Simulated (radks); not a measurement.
Values are calculated unless marked as measured or tabulated.
Problem. All-electron atom: Bi in [Xe] 4f14 5d10 6s1.5 6p3.5 (fractional occupations, a model configuration). Level of theory: Dirac Kohn-Sham, PBE, spin-unpolarised, spherical densities, point nucleus; open shells fill j = l - 1/2 first (a radial shooting solver on a logarithmic mesh with Libxc functionals). Some entries of the table are withheld. Estimate them.

| orbital | occ. | eigenvalue (hartree) | <r^2> (bohr^2) |
|---|---|---|---|
| 1s1/2 | 2 | -3326.645 | 0.0003459 |
| 2s1/2 | 2 | -597.1540 | 0.005185 |
| 2p1/2 | 2 | -573.6404 | 0.003643 |
| 2p3/2 | 4 | -488.3746 | 0.004823 |
| 3s1/2 | 2 | -144.1273 | 0.03358 |
| 3p1/2 | 2 | (1) | 0.03049 |
| 3p3/2 | 4 | (2) | 0.03680 |
| 3d3/2 | 4 | -97.10336 | 0.02802 |
| 3d5/2 | 6 | -93.05712 | 0.02973 |
| 4s1/2 | 2 | -33.08320 | 0.1605 |
| 4p1/2 | 2 | (3) | 0.1625 |
| 4p3/2 | 4 | (4) | 0.1933 |
| 4d3/2 | 4 | -16.29051 | 0.2000 |
| 4d5/2 | 6 | -15.41265 | 0.2105 |
| 5s1/2 | 2 | -5.78588 | (5) |
| 4f5/2 | 6 | -5.70632 | 0.2291 |
| 4f7/2 | 8 | -5.50457 | 0.2356 |
| 5p1/2 | 2 | -4.19022 | 0.8835 |
| 5p3/2 | 4 | -3.28439 | 1.072 |
| 5d3/2 | 4 | -1.06347 | 1.694 |
| 5d5/2 | 6 | -0.95317 | 1.822 |
| 6s1/2 | 1.5 | -0.53216 | 5.348 |
| 6p1/2 | 2 | -0.22194 | 8.690 |
| 6p3/2 | 1.5 | -0.15064 | 11.83 |

Solution. 
(1) 3p1/2 eigenvalue (hartree): -133.5244
(2) 3p3/2 eigenvalue (hartree): -114.4326
(3) 4p1/2 eigenvalue (hartree): -28.47581
(4) 4p3/2 eigenvalue (hartree): -23.77099
(5) 5s1/2 <r^2> (bohr^2): 0.7749
